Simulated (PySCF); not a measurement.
C5H15Si2, SMILES C[Si]([Si](C)(C)C)C, doublet, GFN2-xTB optimised geometry.

```
22

C      2.33     0.54     0.00
Si     0.41     0.54     0.00
C     -0.09     2.39     0.00
Si    -0.55    -0.72    -1.69
C     -0.19    -0.22    -3.51
C      0.03    -2.53    -1.49
C     -2.45    -0.68    -1.48
H      2.72    -0.47    -0.03
H      2.72     1.07    -0.87
H      2.74     1.02     0.88
H      0.29     2.89    -0.88
H     -1.17     2.50    -0.01
H      0.29     2.91     0.87
H      0.88    -0.25    -3.72
H     -0.67    -0.88    -4.23
H     -0.53     0.79    -3.71
H     -0.20    -2.91    -0.50
H      1.10    -2.62    -1.64
H     -0.45    -3.19    -2.22
H     -2.83     0.33    -1.60
H     -2.94    -1.32    -2.20
H     -2.74    -1.02    -0.49
```

Density from unrestricted PBE0/def2-SVP (PySCF) at that geometry.

Minimum of the electron density along straight lines between bonded atoms, close to the bond critical point (lines longer than 1.1 times the sum of covalent radii, or with two minima, are not listed):

```csv
bond,length / Å,ρ at the minimum / e bohr⁻³,∇²ρ there / e bohr⁻⁵,position (fraction from the first atom)
C1–Si2,1.917,0.106,0.30,0.62
Si2–C3,1.917,0.107,0.30,0.38
Si4–C5,1.924,0.106,0.29,0.38
Si4–C6,1.911,0.108,0.32,0.38
Si4–C7,1.912,0.108,0.31,0.38
C1–H8,1.086,0.273,-0.98,0.62
C1–H9,1.088,0.270,-0.95,0.62
C1–H10,1.086,0.272,-0.97,0.62
C3–H11,1.088,0.270,-0.95,0.62
C3–H12,1.086,0.272,-0.98,0.62
C3–H13,1.086,0.272,-0.97,0.62
C5–H14,1.087,0.271,-0.97,0.62
C5–H15,1.088,0.270,-0.96,0.62
C5–H16,1.087,0.271,-0.97,0.62
C6–H17,1.085,0.272,-0.97,0.62
C6–H18,1.085,0.272,-0.97,0.62
C6–H19,1.086,0.271,-0.97,0.62
C7–H20,1.086,0.272,-0.96,0.62
C7–H21,1.086,0.271,-0.96,0.62
C7–H22,1.085,0.272,-0.97,0.62
```
